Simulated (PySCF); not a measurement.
Isomers of C5H10N2, one GFN2-xTB conformer each. Single-point energies are computed at PBE0/pcSseg-1 (PySCF, gas phase, no added dispersion term), electronic only.

```tsv
SMILES	GFN2-xTB relative energy (kJ/mol)
C#C[C@H](N)CCN	220.0
CC1=NN(C)CC1	0.0
```

Conformers: `[CH:1]#[C:2][C@H:3]([NH2:4])[CH2:5][CH2:6][NH2:7]` with C2–C3–N4–H 62° and -57°, C2–C3–C5–C6 -166°, C3–C5–C6–N7 67°, C5–C6–N7–H 65° and -175°; `[CH3:1][C:2]1=[N:3][N:4]([CH3:5])[CH2:6][CH2:7]1` with C2–N3–N4–C5 149°, N3–N4–C6–C7 -15°, N4–C6–C7–C2 12°, C1–C2–C7–C6 176°.

Problem. What does PBE0/pcSseg-1 give for the same structures?

Solution. 
```tsv
SMILES	PBE0/pcSseg-1 E (Eh)	PBE0/pcSseg-1 (kJ/mol)	GFN2-xTB (kJ/mol)	point group
CC1=NN(C)CC1	-305.61766	0.0	0.0	C1
C#C[C@H](N)CCN	-305.57011	124.9	220.0	C1
```

Both levels put the same isomer lowest. As drawn, the lower has a C=N bond and an N–N linkage, which the higher lacks; the higher has a C≡C bond and an N–H bond, which the lower lacks.

Problem. Which frontier levels, dipoles and rotational constants go with these structures?

Solution. 
```json
{"SMILES": "CC1=NN(C)CC1", "HOMO (eV, PBE0/pcSseg-1)": "-5.54", "LUMO (eV)": "0.65", "dipole (D)": "2.00", "A, B, C (MHz)": "5506, 2111, 1609"}
{"SMILES": "C#C[C@H](N)CCN", "HOMO (eV, PBE0/pcSseg-1)": "-6.71", "LUMO (eV)": "1.21", "dipole (D)": "1.05", "A, B, C (MHz)": "4944, 1465, 1303"}
```
